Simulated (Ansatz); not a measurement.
The inner images of a band of CH$_{2}$BO$_{2}$ (6 atoms, charge -1, multiplicity 1) are given out of order.

Theory: RKS LDA/def2-SVP in Ansatz.

Image 0:

```xyz
6
Properties=species:S:1:pos:R:3
O -0.566 0.741 -1.095
C -0.742 0.091 0.062
B 0.604 -0.343 0.718
O 0.896 -1.510 0.224
H -1.433 0.760 -1.558
H 1.241 0.261 1.649
```

Image 6:

```xyz
6
Properties=species:S:1:pos:R:3
O -1.063 0.613 -0.974
C -0.712 1.042 0.193
B 0.447 -0.126 0.587
O 0.564 -0.999 -0.385
H -0.355 -0.341 -1.058
H 1.119 -0.188 1.638
```

Put them in order from the first end to the last, with their energies above the first end.
A.
```xyz
6
Properties=species:S:1:pos:R:3
O -0.623 0.851 -0.890
C -0.851 -0.042 0.161
B 0.541 -0.224 0.807
O 0.591 -1.247 -0.007
H -1.084 0.453 -1.645
H 1.426 0.209 1.574
```
B.
```xyz
6
Properties=species:S:1:pos:R:3
O -1.126 0.655 -0.872
C -0.946 0.482 0.409
B 0.459 -0.251 0.603
O 0.642 -1.208 -0.256
H -0.335 0.190 -1.362
H 1.306 0.132 1.477
```
C.
```xyz
6
Properties=species:S:1:pos:R:3
O -1.059 0.653 -0.933
C -0.909 0.712 0.359
B 0.428 -0.220 0.598
O 0.655 -1.049 -0.381
H -0.303 -0.059 -1.229
H 1.189 -0.037 1.586
```
D.
```xyz
6
Properties=species:S:1:pos:R:3
O -0.909 0.870 -0.841
C -0.935 -0.055 0.299
B 0.515 -0.148 0.771
O 0.325 -1.126 -0.110
H -0.525 0.281 -1.522
H 1.529 0.178 1.403
```
E.
```xyz
6
Properties=species:S:1:pos:R:3
O -1.070 0.755 -0.883
C -0.920 0.262 0.364
B 0.492 -0.216 0.680
O 0.383 -1.272 -0.097
H -0.364 0.343 -1.466
H 1.480 0.128 1.402
```

A (+26.1 kJ/mol), D (+62.3 kJ/mol), E (+17.1 kJ/mol), B (-40.1 kJ/mol), C (-68.4 kJ/mol).

Time of the run: 110 s on 1 thread of Arm Neoverse V2, on a shared host, peak memory 0.23 GiB.
